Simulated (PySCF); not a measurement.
# Dipole response of V (vanadium, neutral)

[Ar] 3d3 4s2, high-spin 4F determinant. Calculation: PySCF 2.14, in aug-cc-pVTZ-DK; scalar relativity by spin-free X2C-1e. Coupled (time-dependent) response in atomic units; α is the mean over directions.

| method | mean α (bohr³) | C₆ (like pair) | S(−4) |
| --- | --- | --- | --- |
| UHF | 126.2 | 1393 | 29300 |
| PBE | 90.76 | 973.7 | 4646 |
| PBE0 | 95.44 | 1041 | 5213 |

S(−4) is the Cauchy moment in α(ω) = α(0) + S(−4) ω² + …

Reference α: 87 ± 10 bohr³ (recommended; Schwerdtfeger and Nagle, table of static dipole polarizabilities (2023 update)). Published C₆: 832.0 (Chu and Dalgarno (2004); Tang, Norbeck and Certain (1976)).

Hartree-Fock lies above the reference because it lacks correlation, which contracts the outer shell.

α(iu) at UHF:

```json
{"u (hartree)": "0", "α(iu) (bohr³)": "126.2"}
{"u (hartree)": "0.0500", "α(iu) (bohr³)": "99.41"}
{"u (hartree)": "0.100", "α(iu) (bohr³)": "71.80"}
{"u (hartree)": "0.200", "α(iu) (bohr³)": "36.64"}
{"u (hartree)": "0.300", "α(iu) (bohr³)": "21.45"}
{"u (hartree)": "0.500", "α(iu) (bohr³)": "10.36"}
{"u (hartree)": "0.750", "α(iu) (bohr³)": "5.884"}
{"u (hartree)": "1.00", "α(iu) (bohr³)": "3.997"}
{"u (hartree)": "1.50", "α(iu) (bohr³)": "2.334"}
{"u (hartree)": "2.00", "α(iu) (bohr³)": "1.574"}
{"u (hartree)": "3.00", "α(iu) (bohr³)": "0.8674"}
{"u (hartree)": "5.00", "α(iu) (bohr³)": "0.3810"}
```
